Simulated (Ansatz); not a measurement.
Reaction (ligand exchange at the Si–O bond): `CC[Si]OC` + HCl → `CC[Si]Cl` + CH₃OH

Isolated molecules relaxed with PBE0-D4/def2-TZVP in Ansatz; ΔE leaves out vibrations. CCSD(T)/CBS adds triple-zeta CCSD(T) − MP2 to the extrapolated MP2 energy (def2 sets, frozen cores). This one scheme is used for every species. Functionals use def2-TZVPP. Each species was taken in one conformer, which may not be the lowest.

CCSD(T)/CBS gives -0.01 eV.

**Question.** Another level gave -0.05 eV. Which?
A. CAM-B3LYP-D4/def2-TZVPP
B. r2SCAN/def2-TZVPP
C. PBE/def2-TZVPP
D. revPBE/def2-TZVPP

**Answer.** B. r2SCAN -0.05, revPBE -0.15, CAM-B3LYP-D4 0.05, PBE -0.11 eV.

Largest T1 diagnostic among the species: 0.013.

In def2-TZVPP, CCSD(T) changes the Hartree–Fock value by +0.10 eV (the triples alone add +0.01 eV) and MP2 by +0.08 eV. Leaving LDA and LC-ωPBE aside and taking each functional with its dispersion term where it has one, the values, not all of them listed here, spread over 0.14 eV, from HSE06-D4 to CAM-B3LYP-D4. LDA lies +0.11 eV from PBE without D4. The D4 term adds +0.05 eV with B3LYP and +0.03 eV with PBE0; it sums over pairs of atoms, weighted by their polarisabilities, and B3LYP, whose exchange is more repulsive, gets the larger term.

B3LYP here is the variant with VWN-RPA as its local correlation; programs differ in this.
